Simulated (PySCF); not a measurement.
A calculated (TPSS, PySCF 2.14, pcseg-2, no relativity, point nucleus) atom or ion has these occupied shells.

| shell | electrons | orbital energy (eV) | rms radius, mean of both spins (bohr) |
| --- | --- | --- | --- |
| 1s | 2 | -1262.8 | 0.152 |
| 2s | 2 | -80.801 | 0.765 |
| 2p | 6 | -47.057 | 0.782 |
| 3s | 2 | -4.750 | 3.46 |

(1) Name the element and its charge.

Results:

(1) Mg (magnesium, neutral), in [Ne] 3s2, closed-shell 1S.
